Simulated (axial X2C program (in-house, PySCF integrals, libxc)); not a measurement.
## Nuclear properties of SiBr⁺

Computed with an axial X2C code built on PySCF integrals: two-component X2C with atomic mean-field Coulomb and Gaunt terms, Gaussian nuclei, basis Br dyall-cv3z, Si dyall-v3z with contracted cores.

R = 2.115 Å (near the PBE0 minimum at charge 1 of the determinant lowest at the starting distance; the state shown can have its own minimum elsewhere).

Input and command:
```json
{"zs": [35, 14], "q": 1, "bas": ["dyall-cv3z", "dyall-v3z"], "r0": 2.3, "levels": ["PBE0", "HF", "LDA", "PBE", "TPSSh"], "nst": 3}
```
```bash
python soeom.py task.json out
```

Keys: zs atomic numbers; q charge; bas basis sets; r0 starting distance in Å; levels methods; nst determinants followed.

Determinant lowest in the PBE0 search, Ω = 0 (closed shell), highest spinor 36% Br p, 32% Si p, 28% Si s:

```csv
level,qzz Br (a.u.),qzz Si (a.u.)
PBE0,1.63,-1.64
HF,2.17,-1.88
LDA,1.32,-1.54
PBE,1.36,-1.54
TPSSh,1.56,-1.58
```

qzz is the electric field gradient, eQq0 = 234.96 MHz × Q/barn × qzz. The operators were transformed with the bare-nucleus X2C matrices; with these basis sets, hyperfine constants and field gradients can be off by tens of per cent, and where levels differ in sign neither size nor sign is settled.

Q: With Q(79Br) = 0.3087 barn (Q from Pyykkö, Mol. Phys. 2018), turn the PBE0 values of the first state into constants in MHz.

A: eQq0(79Br) = 234.96 × (0.3087) × (1.63) = 118 MHz.

Each state is one determinant with collinear spin. The search compared states at one distance, so a state with another bond length can lie lower.
